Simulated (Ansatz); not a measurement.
One change: `[OH][Al]([F])[TeH]` becomes `[OH][Al]([F])[CH2][SiH3]`.

Ansatz, PBE0-D4/def2-TZVP geometries, multiplicity 1. Each molecule was computed in one conformer, which needn't be the lowest.

Elements past krypton have def2 core potentials.

```json
{"property": "HOMO energy (ωB97M-V/def2-TZVPP) / eV", "`[OH][Al]([F])[TeH]`": "-9.09"}
{"property": "LUMO energy (ωB97M-V/def2-TZVPP) / eV", "`[OH][Al]([F])[TeH]`": "0.62"}
{"property": "LUMO energy (PBE0/def2-TZVPP) / eV", "`[OH][Al]([F])[TeH]`": "-1.02"}
{"property": "LUMO energy (B3LYP/def2-TZVPP) / eV", "`[OH][Al]([F])[TeH]`": "-1.28"}
{"property": "HOMO–LUMO gap (PBE/def2-TZVPP) / eV", "`[OH][Al]([F])[TeH]`": "4.18"}
{"property": "HOMO energy (PBE0/def2-TZVPP) / eV", "`[OH][Al]([F])[TeH]`": "-7.04"}
```

(1) What does the change do to each property? (Estimate.)

Answers

(1) Computed: 
```
                             property  `[OH][Al]([F])[CH2][SiH3]`  shift
HOMO energy (ωB97M-V/def2-TZVPP) / eV                      -10.87  -1.78
LUMO energy (ωB97M-V/def2-TZVPP) / eV                        1.03   0.41
   LUMO energy (PBE0/def2-TZVPP) / eV                       -0.50   0.52
  LUMO energy (B3LYP/def2-TZVPP) / eV                       -0.80   0.48
  HOMO–LUMO gap (PBE/def2-TZVPP) / eV                        6.05   1.87
   HOMO energy (PBE0/def2-TZVPP) / eV                       -8.67  -1.63
```

With PBE0 the HOMO falls by 1.63 eV and the LUMO rises by 0.52 eV, so the gap widens by about 2.15 eV. PBE moves the HOMO by -1.38 eV and ωB97M-V by -1.78 eV.

B3LYP here is the variant with VWN-RPA as its local correlation; programs differ in this.

Spin–orbit coupling is left out; it splits and shifts lone-pair levels of the heavy atoms by tenths of an eV.
